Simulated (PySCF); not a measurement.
Cards and structures have been mixed up. Pair them.

Structures:
1. `Fc1cccc2cscc12`
2. `C(F)(C1CCC=1C=C)F`
3. `CSC1=CC1`
4. `C=C(OC)C(=O)O[SiH3]`

Card P (geometry GFN2-xTB):
- Rotational constants A, B, C: 2.108, 1.050, 0.701 GHz
- Static isotropic polarisability (wB97X-D/def2-SVPD): 110.6 au
- Strongest line among the 8 lowest singlet transitions (TDDFT wB97X-D/def2-SVPD): S7 at 6.27 eV (198 nm, f = 1.073)
- Isotropic shieldings of nuclei other than C and H, by class (GIAO PBE0/pcSseg-1): 293 (1 F), 242 (1 S) ppm
- Lowest singlet excitation (TDDFT wB97X-D/def2-SVPD): 3.87 eV (321 nm, f = 0.083)

Card Q (geometry GFN2-xTB):
* Rotational constants A, B, C: 2.438, 1.195, 0.858 GHz
* Static isotropic polarisability (wB97X-D/def2-SVPD): 87.8 au
* Dipole moment (wB97X-D/def2-SVPD): 2.51 D
* HOMO energy (wB97X-D/def2-SVPD): -8.62 eV
* Lowest singlet excitation (TDDFT wB97X-D/def2-SVPD): 5.52 eV (225 nm, f = 0.665)
* Strongest line among the 8 lowest singlet transitions (TDDFT wB97X-D/def2-SVPD): S1 at 5.52 eV (225 nm, f = 0.665)
* Point group: C1

Card R (geometry GFN2-xTB):
- Rotational constants A, B, C: 3.520, 1.004, 0.792 GHz
- Static isotropic polarisability (wB97X-D/def2-SVPD): 85.1 au
- Lowest triplet excitation (Tamm–Dancoff) (TDA wB97X-D/def2-SVPD): 3.58 eV
- 13C chemical shifts (computed TMS as zero) by class (GIAO PBE0/pcSseg-1): 169.4 (1 C), 161.1 (1 C), 99.6 (1 C), 56.6 (1 C) ppm
- Strongest line among the 8 lowest singlet transitions (TDDFT wB97X-D/def2-SVPD): S8 at 8.06 eV (154 nm, f = 0.220)
- Point group: Cs

Card S (geometry GFN2-xTB):
* Rotational constants A, B, C: 9.055, 2.864, 2.239 GHz
* Static isotropic polarisability (wB97X-D/def2-SVPD): 67.6 au
* Strongest line among the 8 lowest singlet transitions (TDDFT wB97X-D/def2-SVPD): S2 at 5.65 eV (220 nm, f = 0.215)
* Point group: Cs
* Lowest triplet excitation (Tamm–Dancoff) (TDA wB97X-D/def2-SVPD): 3.82 eV
* HOMO energy (wB97X-D/def2-SVPD): -7.90 eV

Each SMILES stands for a single optimised conformer of the isolated species, non-relativistic unless stated. Electronic properties by PySCF. NMR classes are plain means over equivalent atoms (diastereotopic ones count apart unless rotation or inversion swaps them), as if these changed places fast.

Task: Which card belongs to which structure?

Result: P = 1, Q = 2, R = 4, S = 3. What ties each card to its structure:
- 1 (card P), C8H5FS, monoisotopic mass 152.0 u, 10 heavy atoms: an asymmetric top with C = 0.701 GHz, the lowest such constant on the cards; polarisability 110.6 au for 78 electrons, the largest shown.
- 2 (card Q), C7H8F2, monoisotopic mass 130.1 u, 9 heavy atoms: point group C1; an asymmetric top with C = 0.858 GHz; polarisability 87.8 au for 68 electrons; dipole 2.51 D.
- 3 (card S), C4H6S, monoisotopic mass 86.0 u, 5 heavy atoms: an asymmetric top with C = 2.239 GHz, the highest such constant on the cards; polarisability 67.6 au for 46 electrons, the smallest shown.
- 4 (card R), C4H8O3Si, monoisotopic mass 132.0 u, 8 heavy atoms: 4 C in 4 classes; the least shielded carbon (169.4 ppm) is a carbonyl carbon; an asymmetric top with C = 0.792 GHz; polarisability 85.1 au for 70 electrons.
